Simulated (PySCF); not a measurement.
# Basis-set dependence of the excitation energy of Lu²⁺

Lu²⁺ [Xe] 4f14 6s1 (2S) → Lu²⁺ [Xe] 4f14 5d1 (2D). Calculated with PySCF 2.14 from differences of total energies of unrestricted determinants, without spin-orbit coupling. Values in eV.

```json
{"basis": "cc-pVDZ-X2C", "Hamiltonian": "spin-free X2C", "functions": "84", "UHF": "0.828", "PBE": "0.840", "PBE0": "0.717", "MP2 (valence)": "1.097"}
{"basis": "x2c-TZVPPall", "Hamiltonian": "spin-free X2C", "functions": "99", "UHF": "1.004", "PBE": "1.011", "PBE0": "0.888", "MP2 (valence)": "1.376"}
{"basis": "ANO-RCC-VTZP", "Hamiltonian": "spin-free X2C", "functions": "104", "UHF": "0.936", "PBE": "0.953", "PBE0": "0.825", "MP2 (valence)": "1.130"}
{"basis": "x2c-TZVPPall with one added diffuse shell each of s, p, d type", "Hamiltonian": "spin-free X2C", "functions": "108", "UHF": "1.008", "PBE": "1.026", "PBE0": "0.900", "MP2 (valence)": "1.387"}
```

Frozen in the all-electron rows: valence: [Kr] 4d10.
